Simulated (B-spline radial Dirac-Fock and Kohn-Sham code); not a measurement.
Diagram lines of Bi⁶³⁺

System: the Bi⁶³⁺ ion, configuration 1s2 2s2 2p6 3s2 3p6 3d2.

Calculated with a radial atomic solver, using multi-electron Dirac-Fock with separately optimised hole states, Breit and Lamb-shift corrections added in first order. A line energy is the difference of two single-hole energies; the list is a selection of electric-dipole transitions between resolved j subshells. Correlation and solid-state effects are left out.

```
       line  energy (eV)  wavelength (Å)
 Kβ1 (K-M3)      88107.1         0.14072
 Kβ3 (K-M2)      87509.7         0.14168
 Kα1 (K-L3)      77247.8         0.16050
 Kα2 (K-L2)      74919.8         0.16549
Lβ3 (L1-M3)      13827.8         0.89663
Lβ4 (L1-M2)      13230.5         0.93711
 Lη (L2-M1)      12324.5          1.0060
 Lℓ (L3-M1)       9996.5          1.2403
```
